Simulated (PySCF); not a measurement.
A structure optimised at ωB97X-D3(BJ)/def2-SVP, used in a PySCF frequency run:

```xyz
13

C      0.5150    -3.1673     0.0000
C     -0.1799    -2.0231     0.0000
C      0.4450    -0.6973     0.0000
C     -0.2319     0.4605     0.0000
F     -1.5892     0.4331     0.0000
Si     0.5026     2.1950     0.0000
H      1.6107    -3.1701     0.0000
H      0.0128    -4.1388     0.0000
H     -1.2744    -2.0446     0.0000
H      1.5383    -0.6404     0.0000
H      0.0520     2.9352    -1.2116
H      1.9856     2.0589     0.0000
H      0.0520     2.9352     1.2116
```
Charge 0, spin multiplicity 1.

### Question
Write its SMILES, formula and point group.

### Answer
C=C/C=C(\F)[SiH3], C₄H₇FSi, Cs

### Question
What are its rotational constants (standard atomic weights)?

### Answer
6.7428, 1.3532, 1.1421 GHz
